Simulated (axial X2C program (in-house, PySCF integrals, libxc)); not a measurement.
**Spin–orbit splitting of π states down a group (EOM-EA-CCSD)**

Computed with an in-house all-electron X2C program for linear molecules (integrals from PySCF): two-component X2C with atomic mean-field Coulomb and Gaunt terms, Dyall basis sets with cores contracted in-house.

The first pair of π-type roots with Ω = 1/2 and 3/2, reached by adding an electron to a closed-shell reference; vertical energies, inner shells frozen. Splitting means E(3/2) − E(1/2).

Basis sets: Ge dyall-acv3z, S dyall-av3z, Si dyall-av3z, Sn dyall-acv3z. Correlated electrons in EOM-CCSD (inner shells frozen, about 90 virtual spinors): SiS 10, GeS 10, SnS 10.

```
species  reference  R (Å)        main character  spinor gap ε(3/2) − ε(1/2), HF (cm⁻¹)
   SiS⁻        SiS  1.939  58% Si pπ, 15% Si dπ                                    n/a
   GeS⁻        GeS  2.015  60% Ge pπ, 14% Ge dπ                                    n/a
   SnS⁻        SnS  2.212  66% Sn pπ, 13% Sn dπ                                    n/a
```

**Question.** Should these pairs be regular or inverted?

**Answer.** Regular: one electron outside a closed shell puts Ω = 1/2 lowest, with the sign of the spinor gap.

EOM-EA-CCSD gives:

```
species  binding Ω = 1/2 (eV)  binding Ω = 3/2 (eV)  splitting (cm⁻¹)  lowest root?
   SiS⁻                 0.285                 0.266               152           yes
   GeS⁻                 0.362                 0.296               530           yes
   SnS⁻                 0.693                 0.549              1163           yes
```

A negative binding energy means unbound at this level; the spinor gap is withheld where the HF spinor is unbound or of another character. A small p share on a heavy partner can supply much of the splitting, and mixing of Ω = 1/2 with σ states shifts it further.

**Question.** With what power of Z of the atom that holds the π orbital does the splitting grow here (least-squares line in log–log)?

**Answer.** About Z^1.6 on average, though single steps scatter about that; valence splittings grow roughly as Z², far more slowly than the Z⁴ of hydrogen-like ions, because inner shells screen the nucleus.

States that need a further excitation are missing; levels can be off by some tenths of an eV, splittings by less.
